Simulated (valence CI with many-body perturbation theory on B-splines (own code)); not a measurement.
**Level structure of Ba XXIV**

Level of theory: valence CI with perturbative core correlation (CI+MBPT): five valence electrons over a frozen Dirac-Fock core [Ar] 3d10, radial functions for each j: 9 s, 9 p, 8 d, 6 f, 3 g, 1 h, with the one-electron correlation potential Σ1 (screened to all orders), the two-electron term Σ2, the three-electron term Σ3, Breit, model QED; selected single and double excitations, second order for the rest, scaled by the run's own slope (own B-spline code, finite nucleus).

No measured levels were compared; by estimate levels hold to about 250 cm⁻¹ or 0.2 % of their energy and the worst to 1 %, as in measured heavy ions of charge 2 to 7; those with d or f electrons hold less well. Among the levels kept, up to 950 cm⁻¹ of a level comes from second order outside the variational space, and about a tenth of that is noise between levels of different J, which matters for small intervals.

Levels 1 to 35 of 35, with energies above the lowest level, (4s^2 4p1/2^2 4p3/2) J=3/2. "Leading %" is the weight of the configuration and term that name the level; weights of strongly mixed levels are sums over their largest components and can fall short, so below about 35 % the name and the second component can differ from the true leading terms, or belong to a minority configuration. In the jj column 3d3/2^4 stands for four electrons in 3d with j = 3/2. Lifetimes count E1, E2, E3, M1 and M2 decay at the calculated energies, and are blank where another channel may lead or the interval is too uncertain; long ones can be off by a factor of two.

| No. | Configuration | Term | J | E (cm⁻¹) | Leading % | Lifetime | Leading jj |
| --- | --- | --- | --- | --- | --- | --- | --- |
| 1 | 4s²4p³ | ²P° | 3/2 | 0 | 39 |  | 4s^2 4p1/2^2 4p3/2 (95 %) |
| 2 | 4s²4p³ | ²D° | 3/2 | 136200 | 48 | 18.3 μs | 4s^2 4p1/2 4p3/2^2 (96 %) |
| 3 | 4s²4p³ | ²D° | 5/2 | 163440 | 98 | 90.6 μs | 4s^2 4p1/2 4p3/2^2 (98 %) |
| 4 | 4s²4p³ | ²P° | 1/2 | 198850 | 98 | 17.6 μs | 4s^2 4p1/2 4p3/2^2 (98 %) |
| 5 | 4s²4p³ | ²P° | 3/2 | 337600 | 57 | 6.47 μs | 4s^2 4p3/2^3 (96 %) |
| 6 | 4s4p⁴ | ⁴P | 5/2 | 573330 | 78 | 87.5 ps | 4s 4p1/2^2 4p3/2^2 (90 %) |
| 7 | 4s4p⁴ | ⁴P | 3/2 | 640570 | 40 | 26.8 ps | 4s 4p1/2^2 4p3/2^2 (68 %) |
| 8 | 4s4p⁴ | ⁴P | 1/2 | 647510 | 52 | 29.8 ps | 4s 4p1/2^2 4p3/2^2 (80 %) |
| 9 | 4s4p⁴ | ⁴P | 3/2 | 731010 | 45 | 72.3 ps | 4s 4p1/2 4p3/2^3 (61 %) |
| 10 | 4s²4p²4d | ⁴F | 3/2 | 759000 | 32 | 22.5 ps | 4s^2 4p1/2^2 4d3/2 (57 %) |
| 11 | 4s4p⁴ | ²D | 5/2 | 772210 | 67 | 45.0 ps | 4s 4p1/2 4p3/2^3 (81 %) |
| 12 | 4s²4p²4d | ⁴F | 5/2 | 798690 | 32 | 21.7 ps | 4s^2 4p1/2^2 4d5/2 (78 %) |
| 13 | 4s4p⁴ | ²P | 1/2 | 814560 | 38 | 13.4 ps | 4s 4p1/2 4p3/2^3 (59 %) |
| 14 | 4s4p⁴ | ²P | 3/2 | 824820 | 40 | 17.6 ps | 4s 4p1/2 4p3/2^3 (55 %) |
| 15 | 4s²4p²4d | ²F | 5/2 | 873630 | 56 | 242 ps | 4s^2 4p1/2 4p3/2 4d3/2 (90 %) |
| 16 | 4s²4p²4d | ⁴D | 1/2 | 886270 | 79 | 34.3 ps | 4s^2 4p1/2 4p3/2 4d3/2 (81 %) |
| 17 | 4s²4p²4d | ⁴F | 7/2 | 893580 | 50 | 1.44 ns | 4s^2 4p1/2 4p3/2 4d3/2 (76 %) |
| 18 | 4s²4p²4d | ⁴D | 3/2 | 900290 | 42 | 9.60 ps | 4s^2 4p1/2 4p3/2 4d3/2 (63 %) |
| 19 | 4s²4p²4d | ⁴D | 7/2 | 904450 | 50 | 30.7 ns | 4s^2 4p1/2 4p3/2 4d5/2 (92 %) |
| 20 | 4s²4p²4d | ⁴F | 9/2 | 931250 | 53 |  | 4s^2 4p1/2 4p3/2 4d5/2 (94 %) |
| 21 | 4s²4p²4d | ²F | 5/2 | 943290 | 27 | 8.87 ps | 4s^2 4p1/2 4p3/2 4d5/2 (75 %) |
| 22 | 4s²4p²4d | ²P | 3/2 | 952970 | 35 | 4.34 ps | 4s^2 4p1/2 4p3/2 4d5/2 (60 %) |
| 23 | 4s4p⁴ | ²S | 1/2 | 977490 | 30 | 12.5 ps | 4s 4p3/2^4 (57 %) |
| 24 | 4s²4p²4d | ⁴P | 5/2 | 979730 | 36 | 2.75 ps | 4s^2 4p1/2 4p3/2 4d3/2 (43 %) |
| 25 | 4s²4p²4d | ²G | 7/2 | 986740 | 52 | 14.2 ps | 4s^2 4p1/2 4p3/2 4d5/2 (63 %) |
| 26 | 4s²4p²4d | ⁴P | 3/2 | 987350 | 44 | 2.67 ps | 4s^2 4p1/2 4p3/2 4d3/2 (57 %) |
| 27 | 4s²4p²4d | ⁴P | 1/2 | 987590 | 39 | 2.59 ps | 4s^2 4p1/2 4p3/2 4d3/2 (84 %) |
| 28 | 4s²4p²4d | ²D | 3/2 | 1019400 | 74 | 8.40 ps | 4s^2 4p1/2 4p3/2 4d5/2 (68 %) |
| 29 | 4s²4p²4d | ²D | 5/2 | 1029500 | 58 | 2.46 ps | 4s^2 4p1/2 4p3/2 4d5/2 (56 %) |
| 30 | 4s²4p²4d | ²P | 1/2 | 1049100 | 57 | 3.08 ps | 4s^2 4p1/2 4p3/2 4d5/2 (70 %) |
| 31 | 4s²4p²4d | ²F | 7/2 | 1075000 | 49 | 174 ps | 4s^2 4p3/2^2 4d5/2 (97 %) |
| 32 | 4s²4p²4d | ²G | 9/2 | 1086500 | 53 | 13.1 μs | 4s^2 4p3/2^2 4d5/2 (94 %) |
| 33 | 4s²4p²4d | ²P | 1/2 | 1099100 | 64 | 3.95 ps | 4s^2 4p3/2^2 4d3/2 (59 %) |
| 34 | 4s²4p²4d | ²D | 3/2 | 1110900 | 47 | 2.47 ps | 4s^2 4p3/2^2 4d3/2 (82 %) |
| 35 | 4s²4p²4d | ²D | 5/2 | 1116900 | 37 | 2.41 ps | 4s^2 4p3/2^2 4d3/2 (66 %) |

The ionisation energy to 4s²4p² ³P0 of the next ion comes out as 754.05 eV (NIST: 752 ± 4 eV (theoretical)). All 35 levels together are meant to be complete up to 1118000 cm⁻¹.
